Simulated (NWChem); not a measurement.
System: BeSiH3OBr; SMILES [SiH3][O][Be][Br]

NWChem input:

```
start job
memory heap 200 mb stack 900 mb global 1100 mb
geometry units angstroms noautoz
  Be    -0.041282     0.024456     0.001853
  Br    -0.077141     1.988464     0.007308
  O     -0.014409    -1.391194    -0.006621
  Si     0.034418    -3.059213    -0.005742
  H     -0.688076    -3.587896    -1.213613
  H     -0.628486    -3.581846     1.238457
  H      1.464640    -3.521733    -0.039931
end
basis spherical
  * library def2-svp
end
dft
  xc slater vwn_5
  iterations 150
  mulliken
end
task dft energy
```

NWChem printed, in part:

```
             Northwest Computational Chemistry Package (NWChem) 7.3.0
             --------------------------------------------------------

 C1  symmetry detected

                             Geometry "geometry" -> ""
                             -------------------------

 Output coordinates in angstroms (scale by  1.889725989 to convert to a.u.)

  No.       Tag          Charge          X              Y              Z
 ---- ---------------- ---------- -------------- -------------- --------------
    1 Be                   4.0000    -0.00573154    -0.05424594    -0.00014026
    2 Br                  35.0000     0.00080716     1.91008605     0.00023294
    3 O                    8.0000    -0.00914229    -1.47016429    -0.00487980
    4 Si                  14.0000     0.00329971    -3.13883969     0.00143222
    5 H                    1.0000    -0.65507605    -3.65517174    -1.24772678
    6 H                    1.0000    -0.74584902    -3.64356462     1.20336693
    7 H                    1.0000     1.42254310    -3.63222171     0.05575513

 Effective nuclear repulsion energy (a.u.)     221.6535948470

                                 NWChem DFT Module
                                 -----------------

 Summary of "ao basis" -> "ao basis" (spherical)
 ------------------------------------------------------------------------------
       Tag                 Description            Shells   Functions and Types
 ---------------- ------------------------------  ------  ---------------------
 Be                         def2-svp                 5        9   3s2p
 Br                         def2-svp                12       32   5s4p3d
 O                          def2-svp                 6       14   3s2p1d
 Si                         def2-svp                 8       18   4s3p1d
 H                          def2-svp                 3        5   2s1p

            General Information
            -------------------
          SCF calculation type: DFT
          Wavefunction type:  closed shell.
          No. of atoms     :     7
          No. of electrons :    64
           Alpha electrons :    32
            Beta electrons :    32
          Charge           :     0
          Spin multiplicity:     1
          Use of symmetry is: off; symmetry adaption is: off
          Maximum number of iterations: 150
          AO basis - number of functions:    88
                     number of shells:    40
          Convergence on energy requested:  1.00D-06
          Convergence on density requested:  1.00D-05
          Convergence on gradient requested:  5.00D-04

              XC Information
              --------------
                        Slater Exchange Functional  1.000 local
                      VWN V Correlation Functional  1.000 local

             Grid Information
             ----------------
          Grid used for XC integration:  medium
          Radial quadrature: Mura-Knowles
          Angular quadrature: Lebedev.
          Tag              B.-S. Rad. Rad. Pts. Rad. Cut. Ang. Pts.
          ---              ---------- --------- --------- ---------
          Be                  1.05       49          11.0       434
          Br                  1.15      112          13.0       590
          O                   0.60       49          10.0       434
          Si                  1.10       88          12.0       590
          H                   0.35       45          13.0       434
          Grid pruning is: on
          Number of quadrature shells:   433
          Spatial weights used:  Erf1

      Superposition of Atomic Density Guess
      -------------------------------------

 Sum of atomic energies:       -2951.56707062

      Non-variational initial energy
      ------------------------------

 Total energy =   -2952.526493
 1-e energy   =   -4546.851484
 2-e energy   =    1372.671396
 HOMO         =      -0.397640
 LUMO         =      -0.029395

     ---------------------------------------------
      Total Density - Mulliken Population Analysis
     ---------------------------------------------

    Atom       Charge   Shell Charges
 -----------   ------   -------------------------------------------------------
    1 Be   4     3.06   1.99  0.39  0.05  0.57  0.06
    2 Br  35    35.35   2.00  2.00  2.00  1.36  0.56  6.00  5.99  2.39  3.05  8.23  1.73  0.05
    3 O    8     9.09   1.99  1.11  0.64  3.21  2.13  0.00
    4 Si  14    13.20   2.00  1.99  0.96  0.24  5.93  1.01  0.88  0.18
    5 H    1     1.10   0.70  0.39  0.01
    6 H    1     1.10   0.70  0.39  0.01
    7 H    1     1.10   0.70  0.39  0.01

   convergence    iter        energy       DeltaE   RMS-Dens  Diis-err
 ---------------- ----- ----------------- --------- --------- ---------
 d= 0,ls=0.0,diis     1  -2949.5183232482 -3.17D+03  2.03D-02  1.24D+00
 d= 0,ls=0.0,diis     2  -2949.0917316395  4.27D-01  1.46D-02  5.28D+00
 d= 0,ls=0.0,diis     3  -2949.6106769776 -5.19D-01  4.21D-03  2.19D-01
 d= 0,ls=0.0,diis     4  -2949.6298628620 -1.92D-02  2.05D-03  2.86D-02
 d= 0,ls=0.0,diis     5  -2949.6330897499 -3.23D-03  6.23D-04  2.18D-03
  Resetting Diis
 d= 0,ls=0.0,diis     6  -2949.6334417026 -3.52D-04  1.24D-04  1.06D-04
 d= 0,ls=0.0,diis     7  -2949.6334577964 -1.61D-05  6.01D-05  4.83D-06
 d= 0,ls=0.0,diis     8  -2949.6334558352  1.96D-06  3.41D-05  2.25D-05
 d= 0,ls=0.0,diis     9  -2949.6334585361 -2.70D-06  8.26D-06  6.66D-07
 d= 0,ls=0.0,diis    10  -2949.6334586175 -8.14D-08  1.50D-06  4.54D-08

         Total DFT energy =    -2949.633458617484
      One electron energy =    -4549.388705636969
           Coulomb energy =     1497.427605467247
    Exchange-Corr. energy =     -119.325953294763
 Nuclear repulsion energy =      221.653594847002

 Numeric. integr. density =       64.000013642867

                       DFT Final Molecular Orbital Analysis
                       ------------------------------------

 Vector   30  Occ=2.000000D+00  E=-2.887596D-01
              MO Center=  9.6D-02, -1.7D+00,  2.4D-01, r^2= 6.2D+00
   Bfn.  Coefficient  Atom+Function         Bfn.  Coefficient  Atom+Function
  ----- ------------  ---------------      ----- ------------  ---------------
    45      0.267221  3 O  px                79      0.246296  6 H  s
    84     -0.230701  7 H  s                 21      0.208781  2 Br px
    24      0.207647  2 Br px                48      0.191774  3 O  px
    80      0.177757  6 H  s                 63     -0.167250  4 Si px
    85     -0.166486  7 H  s                 47     -0.161417  3 O  pz

 Vector   31  Occ=2.000000D+00  E=-2.685552D-01
              MO Center= -1.1D-02,  7.7D-01, -6.3D-02, r^2= 5.2D+00
   Bfn.  Coefficient  Atom+Function         Bfn.  Coefficient  Atom+Function
  ----- ------------  ---------------      ----- ------------  ---------------
    26      0.418234  2 Br pz                23      0.367646  2 Br pz
    24      0.314277  2 Br px                21      0.276264  2 Br px
    20     -0.246412  2 Br pz                47     -0.202560  3 O  pz
    18     -0.185164  2 Br px                50     -0.167064  3 O  pz
    45     -0.152267  3 O  px                74     -0.135575  5 H  s

 Vector   32  Occ=2.000000D+00  E=-2.685419D-01
              MO Center=  1.1D-02,  7.7D-01,  6.4D-02, r^2= 5.2D+00
   Bfn.  Coefficient  Atom+Function         Bfn.  Coefficient  Atom+Function
  ----- ------------  ---------------      ----- ------------  ---------------
    24      0.418005  2 Br px                21      0.367417  2 Br px
    26     -0.314157  2 Br pz                23     -0.276137  2 Br pz
    18     -0.246260  2 Br px                45     -0.202938  3 O  px
    20      0.185080  2 Br pz                48     -0.167356  3 O  px
    47      0.152454  3 O  pz                79     -0.128621  6 H  s

 Vector   33  Occ=0.000000D+00  E=-4.640199D-02
              MO Center= -3.3D-03, -9.9D-01,  1.1D-02, r^2= 6.8D+00
   Bfn.  Coefficient  Atom+Function         Bfn.  Coefficient  Atom+Function
  ----- ------------  ---------------      ----- ------------  ---------------
     3      0.895969  1 Be s                 67      0.554868  4 Si py
    44     -0.540086  3 O  s                 14     -0.332014  2 Br s
    25      0.312556  2 Br py                 2      0.228681  1 Be s
    13     -0.218531  2 Br s                 43     -0.182285  3 O  s
    64      0.164010  4 Si py                22      0.162468  2 Br py

 Vector   34  Occ=0.000000D+00  E=-1.644997D-02
              MO Center=  1.5D-02, -1.6D-01,  1.1D-02, r^2= 4.2D+00
   Bfn.  Coefficient  Atom+Function         Bfn.  Coefficient  Atom+Function
  ----- ------------  ---------------      ----- ------------  ---------------
     4      0.594805  1 Be px                 7     -0.536634  1 Be px
    66      0.393879  4 Si px                85     -0.336479  7 H  s
    24      0.308621  2 Br px                80      0.242062  6 H  s
    48      0.189073  3 O  px                21      0.187979  2 Br px
    45      0.184650  3 O  px                 6     -0.141452  1 Be pz

 Vector   35  Occ=0.000000D+00  E=-1.635176D-02
              MO Center= -2.3D-02, -1.5D-01, -1.5D-02, r^2= 4.2D+00
   Bfn.  Coefficient  Atom+Function         Bfn.  Coefficient  Atom+Function
  ----- ------------  ---------------      ----- ------------  ---------------
     6      0.595355  1 Be pz                 9     -0.536963  1 Be pz
    68      0.390051  4 Si pz                75      0.331909  5 H  s
    26      0.308769  2 Br pz                80     -0.238857  6 H  s
    50      0.189842  3 O  pz                23      0.188145  2 Br pz
    47      0.185207  3 O  pz                 4      0.141691  1 Be px

     ---------------------------------------------
      Total Density - Mulliken Population Analysis
     ---------------------------------------------

[...]
```

Level: LDA (Slater exchange, VWN5)/def2-SVP. Coordinates come from a PBE-D3(BJ)/def2-SVP optimisation.
